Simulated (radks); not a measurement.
Question: Coherent X-ray form factor from a spherical all-electron density. Method: Dirac Kohn-Sham, SOGGA, spin-unpolarised, spherical densities, point nucleus; computed with a radial shooting solver on a logarithmic mesh with Libxc functionals.

sin(theta)/lambda (1/angstrom),f0 (electrons)
0.05,52.923
0.1,50.147
0.15,46.625
0.2,43.126
0.25,39.991
0.3,37.259
0.4,32.660
0.5,28.778
0.6,25.475
0.8,20.631
1,17.589
1.25,14.872
1.5,12.480
2,8.560

The species is in the configuration that NIST lists as its ground one. Which atom or ion scatters so?

Answer: Neutral xenon, [Xe]. Extrapolating in s^2 from the first two rows gives f0(0) = 53.8, near the electron count 54; among species with that count, the fall with angle is slower the higher Z, and the table is that of Z = 54; from so few rows the species is fixed only to a neighbour or two.
